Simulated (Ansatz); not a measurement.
Coupled-cluster run, `[CH3][Ge][NH2]`.

```yaml
crystal:
  periodic: [false, false, false]
  atoms:
    - {symbol: C, position_ang: [-0.661940, 0.861261, -0.597065]}
    - {symbol: Ge, position_ang: [1.191717, 0.622041, 0.118912]}
    - {symbol: N, position_ang: [0.922452, -1.068831, 0.733725]}
    - {symbol: H, position_ang: [-0.935736, 0.030513, -1.254252]}
    - {symbol: H, position_ang: [-0.759870, 1.794686, -1.153359]}
    - {symbol: H, position_ang: [-1.373346, 0.882748, 0.235157]}
    - {symbol: H, position_ang: [1.646563, -1.587998, 1.203184]}
    - {symbol: H, position_ang: [0.062460, -1.591520, 0.657898]}
basis:
  gaussian: {orbitals: def2-TZVPP}
correlation: {method: ccsd_t}
output: {orbitals: {seedname: orbitals}}
```

```sh
$ ansatz run in.yaml --threads 2 --pin off --events-out ev --progress --plain --max-ram 20480MiB --backend cuda --devices 0, --max-vram 18GiB
```

Log, shortened:

```
Functional definition: HF
1080 factors; integrals over basis functions are off by at most 1.2e-3 eV
mean field evaluation 1: about -59061.9553 eV, gradient 4.2e1 eV
mean field evaluation 2: about -59062.0360 eV, gradient 4.2e1 eV
mean field evaluation 4: about -59066.0049 eV, gradient 3.8e0 eV
mean field evaluation 8: about -59066.0720 eV, gradient 2.8e-1 eV
mean field -59066.07252129 eV, -2170.6381287355 hartree, gradient 1.9e-6 eV, S^2 0.000000; 0 other end points of the search recorded, 0 dependent functions left out
11 core orbitals not correlated: weight in the atoms' cores, before any rotation towards them, 1.000 or more for the frozen orbitals, at most 0.000 for the correlated occupied ones
reference -59066.07252129 eV, -2170.6381287355 hartree; 14, 14 occupied and 155, 155 virtual orbitals, 1080 factors
second order -17.25096041 eV of doubles, -0.00000000 eV of singles
cycle   1  -17.30221413 eV  change   -5.1e-2 eV  update   9.8e-2
cycle   2  -17.78893999 eV  change   -4.9e-1 eV  update   3.0e-2
cycle   3  -17.87851599 eV  change   -9.0e-2 eV  update   1.7e-2
cycle   4  -17.86580816 eV  change    1.3e-2 eV  update   5.1e-3
cycle   5  -17.86571977 eV  change    8.8e-5 eV  update   3.0e-3
cycle   6  -17.86587248 eV  change   -1.5e-4 eV  update   1.0e-3
cycle   7  -17.86557302 eV  change    3.0e-4 eV  update   3.8e-4
cycle   8  -17.86568122 eV  change   -1.1e-4 eV  update   1.1e-4
cycle   9  -17.86569253 eV  change   -1.1e-5 eV  update   3.2e-5
perturbative correction -0.71469801 eV, -0.0262646675 hartree
Total energy: -59084.65291183 eV, -2171.3209454937 hartree
```

Run time 4.5 s (2 threads of an AMD EPYC 7R13 on a shared host and a share of an NVIDIA H100 80 GB); peak host memory 0.8 GiB.

MP2 recovers 92.8 % of the CCSD(T) correlation energy and the triples give 3.8 %; T1 = 0.0135.
